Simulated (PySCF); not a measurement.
**Exercise with solution: entropy of an ideal gas**

CHF2, SMILES F[CH]F (connectivity only; charge and spin as stated), charge +1, multiplicity 1.

The structure is a stationary point at B3LYP-D3(BJ)/def2-TZVP. The multiplicity is an assumed one; other spin states were not compared. The isomer is the one that the SMILES or the coordinates give; other isomers of the formula were not compared.

PySCF with B3LYP-D3(BJ)/def2-TZVP gives the harmonic wavenumbers 668, 1083, 1315, 1387, 1633, 3129 cm⁻¹ and the rotational temperatures 3.9503, 0.5707, 0.4987 K. The molar mass is 51.02 g/mol, the symmetry number 2, the spin multiplicity 1.

**Question.** Work out the entropy at 298.15 K and 1 atm in the rigid-rotor, harmonic-oscillator model.

**Answer.** 
Translation (Sackur–Tetrode at 1 atm): S = R[1.5 ln M + 2.5 ln T − 1.16487] = 157.8 J/(mol K).
Rotation: q = (√π/σ) T^1.5/√(θA θB θC) = 4300, S = R[ln q + 3/2] = 82.0 J/(mol K).
Vibration: with u = 1.4388 ν/T, each mode gives R[u/(e^u − 1) − ln(1 − e^−u)]:
```tsv
ν (cm⁻¹)	modes	u	S (J/(mol K))
668	1	3.22	1.45
1083	1	5.23	0.28
1315	1	6.35	0.11
1387	1	6.69	0.08
1633	1	7.88	0.03
```
The stiffer modes add less than 0.005 each. Sum 1.9 J/(mol K).
Spin: R ln 1 = 0.0 J/(mol K).
Total 241.8 J/(mol K); the program's own thermochemistry gives 241.8. Translation makes up 65 % and vibration 1 %. Anharmonicity, hindered rotation and orbital degeneracy are left out.
